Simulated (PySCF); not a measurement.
# Working out the ionisation energy of Mn⁺

Mn⁺ [Ar] 3d5 4s1 (7S) → Mn²⁺ [Ar] 3d5 (6S). Calculation: PySCF 2.14, in ANO-RCC-VTZP; scalar relativity by spin-free X2C-1e. Frozen: [Ar]. Energies in hartree (1 hartree = 27.21139 eV):

| part | Mn⁺ (lower) | Mn²⁺ (upper) |
| --- | --- | --- |
| UHF | -1157.162046 | -1156.615591 |
| CCSD correlation | -0.093241 | -0.076252 |
| (T) | -0.001213 | -0.000677 |

**Question.** What does Hartree-Fock give?

**Answer.** (-1156.615591) − (-1157.162046) = 0.546455 hartree = 14.870 eV.

**Question.** What do CCSD and CCSD(T) give?

**Answer.** The CCSD correlation energies differ by 0.016989 hartree = 0.462 eV and the triples by 0.000536 hartree = 0.015 eV, so CCSD gives 15.332 eV and CCSD(T) 15.347 eV.

Measured between the centres of the two terms (NIST): 15.640 eV, so CCSD(T) (valence) is off by -0.293 eV.

What remains against the reference includes basis incompleteness, the frozen core and higher excitations.
